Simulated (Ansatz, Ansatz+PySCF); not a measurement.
```yaml
atoms:
  - { symbol: C, position_ang: [1.0253, 0.0000, 0.0000] }
  - { symbol: C, position_ang: [0.0000, 1.0253, 0.0000] }
  - { symbol: C, position_ang: [-1.0253, 0.0000, 0.0000] }
  - { symbol: C, position_ang: [0.0000, -1.0253, 0.0000] }
  - { symbol: H, position_ang: [2.1153, 0.0000, 0.0000] }
  - { symbol: H, position_ang: [0.0000, 2.1153, 0.0000] }
  - { symbol: H, position_ang: [-2.1153, 0.0000, 0.0000] }
  - { symbol: H, position_ang: [0.0000, -2.1153, 0.0000] }
```

Basis set: cc-pVDZ (spherical functions). Correlated methods keep 4 orbitals frozen. Charge 0, multiplicity 1.

Computed with Ansatz (development build ahead of 0.2.0); each method stands on the lowest determinant of its kind that the runs found. Restricted open shells among the atoms or ions are ROHF, correlated in semicanonical orbitals with singles. Restricted functionals stand beside restricted open-shell atoms, which can lie above the unrestricted atoms usual in DFT and then raise those values.

Task: Give the atomization energy at this shape (free ground-state atoms in the same class of orbitals less the molecule, no zero-point energy) of singlet C₄H₄ by ωB97X (unrestricted), ωB97X (restricted), r²SCAN (unrestricted), r²SCAN (restricted), PBE0 (unrestricted), PBE (unrestricted), PBE0 (restricted), PBE (restricted), RHF-CCSD(T), UHF-MP2, RHF-MP2, UHF, RHF.

Result:

| method | atomization energy |
| --- | --- |
| ωB97X (unrestricted) | 34.90 eV |
| ωB97X (restricted) | 34.01 eV |
| r²SCAN (unrestricted) | 35.33 eV |
| r²SCAN (restricted) | 34.17 eV |
| PBE0 (unrestricted) | 35.49 eV |
| PBE (unrestricted) | 36.15 eV |
| PBE0 (restricted) | 34.44 eV |
| PBE (restricted) | 35.38 eV |
| RHF-CCSD(T) | 32.07 eV |
| UHF-MP2 | 32.82 eV |
| RHF-MP2 | 32.58 eV |
| UHF | 26.08 eV |
| RHF | 23.89 eV |

Caution for ωB97X (unrestricted), PBE0 (unrestricted), UHF-MP2, UHF: the unrestricted determinant is a mixture of spin states. Caution for ωB97X (restricted), r²SCAN (restricted), PBE0 (restricted), PBE (restricted), RHF-CCSD(T), RHF-MP2, RHF: an unrestricted determinant lies well below. Caution for ωB97X (restricted), PBE0 (restricted), RHF-CCSD(T), RHF-MP2, RHF: the determinant breaks the point group. Caution for r²SCAN (unrestricted), PBE (unrestricted): the unrestricted determinant is spin contaminated. Caution for RHF-CCSD(T), RHF-MP2: large amplitudes, a single reference is doubtful. Caution for UHF-MP2: a plain start can end on a higher determinant.
